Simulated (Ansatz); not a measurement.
Consider the ligand exchange at the Si–C bond: `[CH3][AlH][CH2][SiH2]F` + `CBO` → `CBO[SiH2]F` + `[CH3][AlH][CH3]`.

Gas-phase electronic energies from Ansatz, PBE0-D4/def2-TZVP geometries. CCSD(T)/CBS adds triple-zeta CCSD(T) − MP2 to the extrapolated MP2 energy (def2 sets, frozen cores). Functionals use def2-TZVPP. B3LYP here is the variant with VWN-RPA as its local correlation; programs differ in this. Each species was taken in one conformer, which may not be the lowest.

Task: Is it downhill or uphill in electronic energy at CCSD(T)/CBS, and by how much? (An estimate is asked.)

Result: Computed: Downhill: ΔE = -80.5 kJ/mol.

Task: What do these levels give: PBE0-D4, ωB97M-V, B2PLYP, PBE, r2SCAN, B3LYP, MP2/def2-TZVPP, SCS-MP2/def2-TZVPP, CCSD/def2-TZVPP, MP2/def2-QZVPP, SCS-MP2/def2-QZVPP, MP2/CBS(def2)? (Best estimate.)

Result: Ansatz gave: PBE0-D4 -70.8, ωB97M-V -78.4, B2PLYP -85.1, PBE -67.9, r2SCAN -78.2, B3LYP -85.5, MP2/def2-TZVPP -80.4, SCS-MP2/def2-TZVPP -84.7, CCSD/def2-TZVPP -83.2, MP2/def2-QZVPP -81.2, SCS-MP2/def2-QZVPP -85.5, MP2/CBS(def2) -80.7 kJ/mol.

Largest T1 diagnostic among the species: 0.012.

From PBE to PBE0 (25 % exact exchange), in def2-TZVPP and without D4, ΔE moves by −4.3 kJ/mol. In def2-TZVPP, CCSD(T) changes the Hartree–Fock value by +21.8 kJ/mol (the triples alone add +3.1 kJ/mol) and MP2 by +21.5 kJ/mol.
